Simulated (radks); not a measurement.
Initial-state core-level shifts of neutral tungsten when its valence configuration changes from [Xe] 4f14 5d4 6s2. Calculated with a radial shooting solver on a logarithmic mesh with Libxc functionals: Dirac Kohn-Sham, PBEsol, spin-unpolarised, spherical densities, point nucleus; open shells are shared between the two j in proportion to 2j + 1. Shifts are changes of the shell-averaged eigenvalues in eV (positive: less bound).

valence                    3p       3d       4p       4d
4f14 5d5 6s1           +1.955   +1.964   +1.959   +1.966
4f14 5d6               +3.479   +3.495   +3.490   +3.504
4f14 5d3 6s2 6p1       -3.983   -3.994   -3.985   -3.992
4f12 5d4 6s2 6p2      -33.369  -33.135  -30.143  -29.249
4f14 5d4 6s1.5 6p0.5   -0.814   -0.813   -0.815   -0.814
4f14 5d4 6s1 6p1       -1.580   -1.578   -1.582   -1.581
4f14 5d3.5 6s2 6p0.5   -1.958   -1.963   -1.960   -1.963
4f12 5d6 6s2          -24.161  -23.898  -20.983  -20.083
4f14 5d4.5 6s1.5       +1.030   +1.035   +1.032   +1.036
